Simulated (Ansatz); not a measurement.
Geometry optimisation, UKS BHLYP/def2-mTZVP (Ansatz 0.2.0).

The input (input.yaml):

```yaml
crystal:
  periodic: [false, false, false]
  atoms:
    - { symbol: B, position_ang: [-0.22662, -0.108591, -0.116068] }
    - { symbol: H, position_ang: [-0.443351, -0.479358, 0.994793] }
    - { symbol: "N", position_ang: [1.111734, 0.048578, -0.506008] }
    - { symbol: H, position_ang: [1.865262, -0.088451, 0.134974] }
    - { symbol: H, position_ang: [1.407612, 0.371194, -1.40599] }
    - { symbol: "N", position_ang: [-1.32196, 0.136804, -0.961776] }
    - { symbol: H, position_ang: [-2.265451, 0.033499, -0.652829] }
    - { symbol: H, position_ang: [-1.249924, 0.472866, -1.901427] }
    - { symbol: O, position_ang: [0.585184, -0.203492, 2.936213] }
    - { symbol: H, position_ang: [0.023114, -0.984149, 3.045218] }
magnetization:
  spin_polarized: true
  initial_magnetization: 1
basis:
  gaussian: { orbitals: def2-mTZVP }
hamiltonian:
  xc: { name: BHLYP }
relax:
  f_tol: 0.03
  max_steps: 50
```

Run as:

```bash
$ ansatz run input.yaml --threads 4 --pin off --max-ram 5120MiB --backend cpu --events-out ev --progress --plain --runs-dir out
```

Task: Where does it end, and by what steps?

Result: It converged. The force dipped under the threshold on the way, but the program's further checks kept it going. After 14 steps the energy has fallen by 0.096 eV; O9 moved furthest, 0.82 Å.

```tsv
step	energy less start (eV)	largest force component (eV/Å)	accepted
0	0.0000	0.094	yes
1	-0.0148	0.411	yes
2	-0.0235	0.603	yes
3	-0.0393	0.920	yes
4	-0.0772	0.164	yes
5	-0.0811	0.230	yes
6	-0.0651	1.488	no
7	-0.0898	0.052	yes
8	-0.0889	0.700	no
9	-0.0933	0.035	yes
10	-0.0951	0.034	yes
11	-0.0961	0.011	yes
12	-0.0957	0.192	no
13	-0.0963	0.034	yes
14	-0.0963	0.026	yes
```

```xyz
10
Properties=species:S:1:pos:R:3
B -0.449 -0.070 -0.070
H -0.904 -0.364 0.994
N 0.940 0.073 -0.185
H 1.555 -0.065 0.592
H 1.413 0.317 -1.032
N -1.349 0.114 -1.131
H -2.335 0.006 -1.021
H -1.082 0.361 -2.063
O 1.311 -0.585 2.883
H 0.384 -0.586 2.599
```

Time of the run: 64 s on 4 threads of Arm Neoverse V2 (shared host), peak memory 0.26 GiB.
